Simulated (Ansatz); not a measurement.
The same path of Cl$_{3}$H$_{3}$OSSn (9 atoms, charge 0, multiplicity 1) was run twice with different band settings. Lost on the way: S7–H9. Made: Sn1–S7, O2–H9.

All numbers below come from RKS PBE/def2-SVP in Ansatz.

Relaxed end points:

```xyz
9
Properties=species:S:1:pos:R:3
Sn 0.034 -0.148 0.030
O -0.168 -0.141 2.035
H -0.754 0.618 2.244
Cl 2.101 0.500 -0.906
Cl -1.335 1.754 -0.391
Cl -1.116 -1.850 -1.157
S 1.574 -2.426 1.138
H 0.521 -3.274 0.957
H 1.044 -1.923 2.294
```

```xyz
9
Properties=species:S:1:pos:R:3
Sn 0.199 -0.743 -0.071
O 0.714 0.237 2.189
H -0.060 0.845 2.201
Cl 1.933 0.679 -0.792
Cl -1.754 0.543 0.476
Cl -0.551 -1.764 -2.092
S 0.739 -2.730 1.219
H 0.193 -3.519 0.250
H 0.488 -0.438 2.863
```

Common settings: movable images 5; climbing image yes; optimiser quadratic models (default); start path through a guess of the saddle point; force threshold 0.05 eV/Å; iteration limit 60; end points relaxed.

| run | spring |
| --- | --- |
| 1 | 5.0 eV/Å² |
| 2 | 20.0 eV/Å² |

**Question.** What does each run give, and how far can it be trusted?

**Answer.** Run 1: converged after 14 iterations, highest image 0.196 eV above the first end. A vibrational analysis at the climbing image gives one clearly imaginary mode, 686i cm⁻¹: a first-order saddle point.
Run 2: converged after 14 iterations, highest image 0.197 eV above the first end. Another band between the same ends (5 images) ends at a top of the same energy, where a vibrational analysis finds 1 clearly imaginary mode.
The orbitals stay closed-shell, which can raise the energy where a bond breaks towards radicals; this wasn't checked here.
